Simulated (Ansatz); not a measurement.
Input file:

```yaml
crystal:
  periodic: [false, false, false]
  atoms:
    - { symbol: O, position_ang: [-0.6397, 0.7069, -1.7074] }
    - { symbol: Si, position_ang: [-0.2447, 0.7558, -0.0637] }
    - { symbol: B, position_ang: [1.138, -0.6932, 0.1867] }
    - { symbol: C, position_ang: [-0.2269, -0.8135, 0.7442] }
    - { symbol: H, position_ang: [-1.3499, 1.4749, -1.8171] }
    - { symbol: H, position_ang: [0.3485, 2.0002, 0.4943] }
    - { symbol: H, position_ang: [2.2805, -1.1316, 0.0338] }
    - { symbol: H, position_ang: [-0.86, -1.5798, 0.2152] }
    - { symbol: H, position_ang: [-0.3573, -0.766, 1.8968] }
basis:
  gaussian: { orbitals: def2-SVP }
hamiltonian:
  xc: b3lyp
relax:
  f_tol: 0.015
  max_steps: 40
output:
  orbitals: {}
```

Run as:

```bash
$ ansatz run input.yaml --threads 1 --pin off --max-ram 2048MiB --backend cpu --events-out ev --progress --plain --runs-dir out
```

Hardware: 1 thread of Arm Neoverse N1, on a shared host.

Roughly how long does this run take, and how much memory?

110 s, with a peak of 0.16 GiB, for 18 ionic steps.
